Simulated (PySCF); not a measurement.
PySCF input:

```python
from pyscf import gto, scf, dft

mol = gto.M(
    atom='''
    Sn   -0.00000000   -0.00000000   -0.28454779
    O     0.00000000    0.00000000    1.77842369
    ''',
    basis='def2-tzvpd',
    ecp='def2-tzvp',
    charge=0,
    spin=2,
    symmetry='C2v',
    verbose=4,
)

mf = scf.UHF(mol).density_fit(auxbasis='def2-universal-jkfit')
mf.conv_tol = 1e-9
mf.max_cycle = 100
mf.max_memory = 1500
mf.kernel()
if not mf.converged:
    mf = mf.newton()
    mf.kernel(mf.make_rdm1())
mf.analyze()
```

### Question
Which total energy does the run end on?

### Answer
-288.19597 Eh (HF/def2-TZVPD).

This is an excited triplet: at this geometry the singlet lies 2.07 eV lower at CCSD(T)/CBS(def2-TZVPPD,def2-QZVPPD).
